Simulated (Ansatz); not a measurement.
Abridged output of a molecular run in Ansatz:

```
Functional definition: HF
1872 factors; integrals over basis functions are off by at most 7.9e-4 eV
mean field evaluation 1: about -52678.0840 eV, gradient 3.1e1 eV
mean field evaluation 2: about -52678.5137 eV, gradient 3.2e1 eV
mean field evaluation 4: about -52681.5288 eV, gradient 3.8e0 eV
mean field evaluation 8: about -52681.5953 eV, gradient 2.5e-1 eV
mean field -52681.59570307 eV, -1936.0129332197 hartree, gradient 6.5e-6 eV, S^2 0.000000; 0 other end points of the search recorded, 0 dependent functions left out
26 core orbitals not correlated: weight in the atoms' cores, before any rotation towards them, 1.000 or more for the frozen orbitals, at most 0.000 for the correlated occupied ones
reference -52681.59570307 eV, -1936.0129332197 hartree; 19, 19 occupied and 280, 280 virtual orbitals, 1872 factors
second order -26.54803060 eV of doubles, -0.00000000 eV of singles
cycle   1  -27.95067664 eV  change    -1.4e0 eV  update   1.1e-1
cycle   2  -28.61453773 eV  change   -6.6e-1 eV  update   3.0e-2
cycle   3  -28.72531133 eV  change   -1.1e-1 eV  update   1.4e-2
cycle   4  -28.71483694 eV  change    1.0e-2 eV  update   3.1e-3
cycle   5  -28.71333814 eV  change    1.5e-3 eV  update   1.2e-3
cycle   6  -28.71321297 eV  change    1.3e-4 eV  update   3.3e-4
cycle   7  -28.71309737 eV  change    1.2e-4 eV  update   1.2e-4
cycle   8  -28.71312207 eV  change   -2.5e-5 eV  update   3.5e-5
perturbative correction -1.26403179 eV, -0.0464523115 hartree
Total energy: -52711.57285693 eV, -1937.1145733049 hartree
```

Its atoms:

Cartesian coordinates in Å:
```
C -0.451 1.619 0.325
Si -1.288 0.229 -0.585
S -0.823 -1.722 0.222
Si 1.278 -1.717 0.240
Cl 2.063 -0.848 -1.439
Cl 2.041 -0.711 1.851
H -0.659 1.565 1.395
H 0.631 1.596 0.182
H -0.825 2.573 -0.056
H -2.762 0.281 -0.423
H -0.954 0.246 -2.030
H 1.748 -3.110 0.318
```

Problem. Which basis set was used?
A. def2-SVP
B. def2-TZVPP
C. cc-pV(Q+d)Z
D. def2-SVPD

Solution. B. It gives 325 functions.

Problem. Write the keys of the input that set method, charge and spin (a neutral closed shell needs none for the last two).

Solution. 
```yaml
correlation: {method: ccsd_t}
```
